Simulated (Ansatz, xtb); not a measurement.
# Two isomers of C2H11AlGeSi

Structure I: `[CH3][Al]([SiH3])[CH2][GeH3]`, a singlet. Structure II: `[CH3][Al]([GeH3])[CH2][SiH3]`, a singlet. Both are isolated molecules in the gas phase, relaxed with r2SCAN-D4/def2-SVP; each stands in its lowest conformer found.

Quicker runs give these differences E(II) − E(I): GFN2-xTB −0.377 eV; HF/STO-3G −0.394 eV (at GFN2-xTB geometries); r2SCAN-D4/def2-SVP//GFN2-xTB −0.375 eV.

**Question.** Estimate E(II) − E(I) at the level CCSD(T)/def2-SVP + ΔMP2/def2-TZVPP.

**Answer.** Calculated at CCSD(T)/def2-SVP + ΔMP2/def2-TZVPP: E(II) − E(I) = −0.378 eV, so structure II lies lower.

Level by level:

| level | geometry | E(II) − E(I) (eV) | departure from the last row (eV) | job, with rough time for the two |
| --- | --- | --- | --- | --- |
| GFN2-xTB | GFN2-xTB | −0.377 | +0.002 | optimisation, 1.1 s |
| HF/STO-3G | GFN2-xTB | −0.394 | −0.016 | single point, 2.7 s |
| r2SCAN-D4/def2-SVP//GFN2-xTB | GFN2-xTB | −0.375 | +0.003 | single point, 14 s |
| r2SCAN-D4/def2-SVP | r2SCAN-D4/def2-SVP | −0.402 | −0.024 | optimisation, 7.8 min |
| HF/def2-SVP | r2SCAN-D4/def2-SVP | −0.386 | −0.007 | part of the CCSD(T) run |
| MP2/def2-SVP | r2SCAN-D4/def2-SVP | −0.381 | −0.002 | part of the CCSD(T) run |
| CCSD(T)/def2-SVP | r2SCAN-D4/def2-SVP | −0.358 | +0.021 | single point |
| CCSD(T)/def2-SVP + ΔMP2/def2-TZVPP | r2SCAN-D4/def2-SVP | −0.378 |  | single point, 3.7 min |

As drawn, II has 1 Al–Ge, 1 C–Si in place of 1 Al–Si, 1 C–Ge.

None of the levels shown reverses the order. The largest departure from CCSD(T)/def2-SVP + ΔMP2/def2-TZVPP is that of r2SCAN-D4/def2-SVP, 0.024 eV. A small imaginary or near-zero mode remains, so no thermal terms are given. The last row adds to CCSD(T) the change of the MP2 difference between the two basis sets, here −0.021 eV.

The correlated steps freeze 21 core orbitals; the filled d shell of Ge is correlated, in a basis made for valence electrons. Codes used: Ansatz 0.2.0, xtb 6.7.1; the last row on 2 threads of Intel(R) Xeon(R) Processor @ 2.50GHz (Skylake/Cascade Lake) on a shared host.
